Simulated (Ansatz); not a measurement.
`CC(=O)O[SiH2]F` → `C[SiH2]F` + carbon dioxide  (decarboxylation)

Computed with Ansatz on PBE0-D4/def2-TZVP structures; ΔE is electronic, products minus reactants. CCSD(T)/CBS adds triple-zeta CCSD(T) − MP2 to the extrapolated MP2 energy (def2 sets, frozen cores). This one scheme is used for every species. One conformer a species, not always the lowest.

```tsv
species	CCSD/def2-SVP energy (Eh)
`CC(=O)O[SiH2]F`	-617.46778
`C[SiH2]F`	-429.48432
`O=C=O`	-187.96343
```

Question: Work out ΔE.

Answer: ΔE = (-429.48432) + (-187.96343) − (-617.46778) = 0.02003 Eh = +52.6 kJ/mol. CCSD(T)/CBS gives +72.3 kJ/mol.

Largest T1 diagnostic among the species: 0.018.

The D4 term adds +12.6 kJ/mol with B3LYP and +6.9 kJ/mol with PBE0; it sums over pairs of atoms, weighted by their polarisabilities, and B3LYP, whose exchange is more repulsive, gets the larger term. Leaving LDA and LC-ωPBE aside and taking each functional with its dispersion term where it has one, the values, not all of them listed here, spread over 34.2 kJ/mol, from BLYP-D4 to BHLYP-D4. LDA lies +57.3 kJ/mol from PBE without D4. From BLYP to BHLYP (50 % exact exchange), in def2-TZVPP and without D4, ΔE moves by +42.0 kJ/mol.

B3LYP here is the variant with VWN-RPA as its local correlation; programs differ in this.
